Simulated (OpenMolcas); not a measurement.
Be: thermal populations, worked from levels

- Program: OpenMolcas
- Basis: ANO-RCC-VQZP [5s4p3d2f1g]
- Scalar Hamiltonian: DKH2, point nucleus
- Active space: 2 electrons in 4 orbitals (2s 2p)
- State averaging: 2S+1 = 3 even, 3 roots; 2S+1 = 1 even, 6 roots; 2S+1 = 3 odd, 3 roots; 2S+1 = 1 odd, 3 roots
- Spin-orbit coupling: RASSI with atomic mean-field integrals over the reference wave functions, term energies averaged over their components

Methods: CASSCF; SS-CASPT2, IPEA 0.25 Eh, imaginary shift 0.1 Eh (closed shells correlated: 1s). Measured levels: NIST Handbook of Basic Atomic Spectroscopic Data.

**Thermal populations.** Z = Σ (2J + 1) exp(-E/kT) with k = 0.695035 cm-1/K, over the levels below. No other level of either list lies under 52000 cm-1, which is above 7 kT at each temperature.

```
      Level  2J + 1  SS-CASPT2  measured
    2s2 1S0       1        0.0       0.0
2s 2p 3P* 0       1      21977     21978
2s 2p 3P* 1       3      21978     21979
2s 2p 3P* 2       5      21980     21981
2s 2p 1P* 1       3      45587     42565
```

| T (K) | Z, SS-CASPT2 | Z, measured levels | Ground level (%), SS-CASPT2 | Ground level (%), measured levels |
| --- | --- | --- | --- | --- |
| 8000 | 1.174 | 1.174 | 85.2 | 85.2 |

At 8000 K, kT = 5560 cm-1, and the computed levels give Z = 1.000 + 0.019 + 0.058 + 0.096 + 0.001 = 1.174.

Without dynamic correlation excited terms often stand tens of per cent too high (terms of higher spin than the ground term too low), and those without a measured partner can miss by more than the paired ones (holds for CASSCF). Measured partners are found by configuration, term and J. A level has none where our copy of the source lacks it or the pairing is in doubt (some pairs that miss far off the trend of their configuration count as doubtful), and it then counts in no deviation. Levels of configurations outside the active space are missing.

* marks odd parity.
